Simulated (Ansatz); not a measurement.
Cost and result for the atomization energy of `COB(S)S` (10 atoms, 9 bonds).

```xyz
10

C    -1.101    0.413    1.126
O    -0.257   -0.558    0.537
B     0.535   -0.272   -0.518
S     0.555    1.401   -1.241
S     1.590   -1.571   -1.217
H    -1.831    0.787    0.402
H    -1.629   -0.066    1.949
H    -0.519    1.253    1.514
H     1.459    1.135   -2.195
H     1.197   -2.523   -0.355
```

Total charge 0; spin multiplicity 1. All single points use the PBE0-D4/def2-TZVP geometry. It is one conformer, not always the lowest. Program: Ansatz. Hardware: A = 2 threads of an AMD EPYC 7R13 on a shared host; B = 2 threads of an AMD EPYC 7R13 on a shared host and a share of an NVIDIA H100 80 GB. Times are those of one run each, without the atoms' runs, and a repeat can differ threefold. Electronic energies, without spin–orbit coupling; frozen cores. CCSD(T)/CBS extrapolates def2-TZVPP and def2-QZVPP, and its time is that of the two runs behind it. T1 = 0.013. B3LYP takes the VWN-RPA correlation (the form of Gaussian; ORCA's B3LYP/G).

CCSD(T)/CBS is a level of theory with its own doubt, some kJ/mol a heavy atom from the limit and from the frozen cores, so smaller differences don't rank the functionals.

| level | functions | wall time |
| --- | --- | --- |
| PBE-D4/def2-TZVPP (with forces) [A] | 247 | 3 s |
| PBE0-D4/def2-TZVPP [A] | 247 | 3.9 s |
| CCSD(T)/def2-TZVPP [B] | 247 | 4.5 s |
| r2SCAN-D4/def2-TZVPP (with forces) [A] | 247 | 6 s |
| B3LYP-D4/def2-TZVPP (with forces) [A] | 247 | 6.5 s |
| B2PLYP/def2-TZVPP [A] | 247 | 8.1 s |
| ωB97X-V/def2-TZVPP [A] | 247 | 9.5 s |
| ωB97M-V/def2-TZVPP (with forces) [A] | 247 | 14 s |
| CCSD(T)/def2-QZVPP [B] | 461 | 23 s |
| CCSD(T)/CBS(def2) | – | 28 s |

What atomization energy does each give, and how far from CCSD(T)/CBS? (Best estimate.)

Ansatz gave: 
```csv
level,atomization (kJ/mol),difference from CCSD(T)/CBS,per bond
PBE-D4/def2-TZVPP (with forces) [A],3812.7,97.9,10.9
PBE0-D4/def2-TZVPP [A],3740.1,25.3,2.8
CCSD(T)/def2-TZVPP [B],3616.5,-98.3,-10.9
r2SCAN-D4/def2-TZVPP (with forces) [A],3753.9,39.1,4.3
B3LYP-D4/def2-TZVPP (with forces) [A],3716.6,1.8,0.2
B2PLYP/def2-TZVPP [A],3675.9,-38.9,-4.3
ωB97X-V/def2-TZVPP [A],3738.3,23.5,2.6
ωB97M-V/def2-TZVPP (with forces) [A],3749.3,34.5,3.8
CCSD(T)/def2-QZVPP [B],3673.9,-40.9,-4.6
CCSD(T)/CBS(def2),3714.8,0.0,0.0
```

From PBE to PBE0 (25 % exact exchange), in def2-TZVPP and without D4, the atomization energy moves by −69.0 kJ/mol: exact exchange takes away binding that semilocal exchange gives to molecules. In def2-TZVPP, CCSD(T) changes the Hartree–Fock value by +915.6 kJ/mol (the triples alone add +63.8 kJ/mol) and MP2 by +993.2 kJ/mol; breaking electron pairs costs correlation energy, which Hartree–Fock lacks. The D4 term adds +38.5 kJ/mol with B3LYP and +20.1 kJ/mol with PBE0; it sums over pairs of atoms, weighted by their polarisabilities, and B3LYP, whose exchange is more repulsive, gets the larger term.
